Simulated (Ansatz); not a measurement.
Calculated with Ansatz (gas phase, PBE0-D4/def2-TZVP geometries, no zero-point term in ΔE). CBS: MP2 limit from def2 TZ/QZ plus the TZ coupled-cluster correction, frozen cores. This one scheme is used for every species. Functionals use def2-TZVPP. Each species was taken in one conformer, which may not be the lowest.

Reaction (ligand exchange at the Si–S bond): `F[SiH](Cl)S[SiH2]Cl` + CH₃SH → `CS[SiH](F)Cl` + `S[SiH2]Cl`

```tsv
level	ΔE (kJ/mol)
ωB97M-V	-1.4
PBE	-6.0
HF/def2-TZVPP	-3.8
CCSD/CBS(def2)	-1.9
```

What does CCSD(T)/CBS give? (An estimate is asked.)

The calculation gave: -1.6 kJ/mol. The listed levels differ from it by 0.2, -4.4, -2.2, -0.3 kJ/mol.

Largest T1 diagnostic among the species: 0.011.

The D4 term adds +6.0 kJ/mol with B3LYP and +3.5 kJ/mol with PBE0; it sums over pairs of atoms, weighted by their polarisabilities, and B3LYP, whose exchange is more repulsive, gets the larger term.

B3LYP here is the variant with VWN-RPA as its local correlation; programs differ in this.
